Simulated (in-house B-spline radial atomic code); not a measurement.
Successive ionisation energies of rhodium; each step leads to the configuration of the next row (after the last: bare). Dirac energy differences include first-order Breit, QED and recoil terms. NIST's values go from ground level to ground level; the uncertainty of those that are theory runs from under 0.1 % in few-electron ions to several per cent in heavy many-electron ones. Computed with a B-spline radial code for spherical atoms: Dirac-Hartree-Fock, average of the configuration, finite nuclei.

| ion | configuration | ionisation energy (eV) | tabulated value (eV) | tabulated kind | computed minus tabulated (eV) | highest orbital | largest mean radius (bohr) |
| --- | --- | --- | --- | --- | --- | --- | --- |
| Rh34+ | [Ne] 3s1 | 2128.4 | 2129.22 | semi-empirical | -1 | 3s1/2 | 0.33663 |
| Rh35+ | [He] 2s2 2p6 | 5060.7 | 5018 | semi-empirical | 43 | 2p3/2 | 0.13843 |
| Rh36+ | [He] 2s2 2p5 | ? | ? | semi-empirical | ? | ? | ? |
| Rh37+ | [He] 2s2 2p4 | ? | ? | semi-empirical | ? | ? | ? |
| Rh38+ | [He] 2s2 2p3 | 5650.0 | 5600 | semi-empirical | 50 | 2p3/2 | 0.13551 |
| Rh39+ | [He] 2s2 2p2 | 5852.4 | 5940 | semi-empirical | -88 | 2p3/2 | 0.13456 |
| Rh40+ | [He] 2s2 2p1 | ? | ? | semi-empirical | ? | ? | ? |
| Rh41+ | [He] 2s2 | 6436.8 | 6444 | semi-empirical | -7 | 2s1/2 | 0.13269 |
| Rh42+ | [He] 2s1 | 6623.0 | 6623.262 | tabulated theory | 0 | 2s1/2 | 0.13182 |
| Rh43+ | 1s2 | 27484.7 | 27486.98 | tabulated theory | -2 | 1s1/2 | 0.032386 |
| Rh44+ | 1s1 | 28312.0 | 28312.03 | tabulated theory | 0 | 1s1/2 | 0.032102 |

Problem. Fill in the row of Rh36+.

Solution. ionisation energy (eV): 5254.1; tabulated value (eV): 5203; computed minus tabulated (eV): 51; highest orbital: 2p3/2; largest mean radius (bohr): 0.13745.

Problem. Fill in the row of Rh37+.

Solution. ionisation energy (eV): 5450.6; tabulated value (eV): 5406; computed minus tabulated (eV): 45; highest orbital: 2p3/2; largest mean radius (bohr): 0.13647.

Problem. Fill in the row of Rh40+.

Solution. ionisation energy (eV): 6057.8; tabulated value (eV): 6161; computed minus tabulated (eV): -103; highest orbital: 2p3/2; largest mean radius (bohr): 0.13362.

Problem. Where is the largest jump?

Solution. From Rh42+ to Rh43+, by a factor of 4.15 (6623 to 27485 eV); the highest orbital goes from 2s1/2 to 1s1/2.

Where a p, d or f electron is removed, the computed value is a mean over both j, so it misses the tabulated one by a part of the spin-orbit splitting; averaging over terms and missing correlation add to the gap, relatively most at low charge.
